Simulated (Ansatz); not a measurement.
Sn(H)2(Me)(OMe) (C₂H₈OSn), SMILES C[O][SnH2][CH3].

Geometry: B3LYP-D3(BJ)/def2-SVP. The structure was generated by enumeration; whether it is a known compound was not checked. The def2 effective core potentials stand for the cores of Sn; spin–orbit coupling is left out. Other conformers were not sampled.

Two levels are set side by side: PBE/def2-SVPD (Ansatz, a first-principles code) and CAM-B3LYP/def2-SVPD (Ansatz). Energy differences of separate SCF runs at the same geometry; the states with an electron removed or added have multiplicity 2 and 2. Differences are taken from unrounded values.

```csv
quantity,CAM-B3LYP
vertical ionisation energy (eV),9.48
vertical singlet–triplet gap (eV),5.62
```

Question: What does PBE give, and how far is it from CAM-B3LYP? (An estimate is asked for; the answer gives what the named calculation found.)

Answer: 
| quantity | PBE | PBE minus CAM-B3LYP |
|---|---|---|
| vertical ionisation energy (eV) | 9.00 | -0.48 |
| vertical singlet–triplet gap (eV) | 5.06 | -0.56 |
